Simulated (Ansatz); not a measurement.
Compare A (`FC(F)([SiH3])[SiH3]`) with its isomer B (`F[SiH2]C[SiH2]F`).

Calculated with Ansatz (gas phase, PBE0-D4/def2-TZVP geometries, no zero-point term in ΔE). CCSD(T)/CBS adds triple-zeta CCSD(T) − MP2 to the extrapolated MP2 energy (def2 sets, frozen cores). Functionals use def2-TZVPP. B3LYP here is the variant with VWN-RPA as its local correlation; programs differ in this. One conformer a species, not always the lowest.

Which isomer does CCSD(T)/CBS put lower? Give the gap. (An estimate is asked.)

Computed: B, by 116.8 kcal/mol.

Give E(B) − E(A) in kcal/mol with BLYP-D4, PBE-D4, CCSD/def2-TZVPP, B3LYP, MP2/def2-TZVPP, r2SCAN-D4, CCSD(T)/def2-SVP. (An estimate is asked.)

The calculation gave: BLYP-D4 -105.8, PBE-D4 -104.8, CCSD/def2-TZVPP -116.1, B3LYP -110.9, MP2/def2-TZVPP -121.0, r2SCAN-D4 -112.1, CCSD(T)/def2-SVP -101.5. None reverses the order clearly.

Does the order hold for the free energy at 298.15 K (harmonic terms from PBE0-D4)? (An estimate is asked.)

Ansatz gave: Yes: G(B) − G(A) = -113.3 kcal/mol, for one conformer each. Modes under 60 cm⁻¹, often nearly free rotors, make the harmonic entropy too high.

Largest T1 diagnostic: 0.013.

Leaving LDA and LC-ωPBE aside and taking each functional with its dispersion term where it has one, the values, not all of them listed here, spread over 12.9 kcal/mol, from PBE-QIDH to revPBE-D4. From BLYP to BHLYP (50 % exact exchange), in def2-TZVPP and without D4, E(B) − E(A) moves by −9.3 kcal/mol.
